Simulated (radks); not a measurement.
Q: Ru, configuration [Kr] 4d7 5s1 (the NIST ground configuration). Method: scalar-relativistic Kohn-Sham, RPBE, spin-polarised, spherical densities, point nucleus; open shells are filled with parallel spins first (spin-orbit coupling, left out, can overturn this in heavy ions); computed with a radial shooting solver on a logarithmic mesh with Libxc functionals. Some entries of the table are withheld. Estimate them.

orbital  occ.  eigenvalue (eV)  <r> (bohr)
1s up       1        -21938.68     0.03343
1s down     1        -21938.67     0.03343
2s up       1        -3154.261      0.1457
2s down     1        -3153.875      0.1456
2p up       3        -2824.467      0.1270
2p down     3        -2824.177      0.1270
3s up       1        -555.3512      0.4026
3s down     1        -555.1582      0.4025
3p up       3        -447.0172      0.4030
3p down     3        -446.7943      0.4029
3d up       5        -272.9239      0.3841
3d down     5        -272.5684      0.3840
4s up       1         -76.9380         (1)
4s down     1         -75.1116         (2)
4p up       3              (3)       1.131
4p down     3              (4)       1.126
4d up       5          -5.9288       1.687
5s up       1          -4.6834         (5)
4d down     2          -3.7534       1.730
5s down     0          -3.2026         (6)

A: 
(1) 4s up <r> (bohr): 1.021
(2) 4s down <r> (bohr): 1.018
(3) 4p up eigenvalue (eV): -47.0560
(4) 4p down eigenvalue (eV): -45.0813
(5) 5s up <r> (bohr): 3.313
(6) 5s down <r> (bohr): 3.605
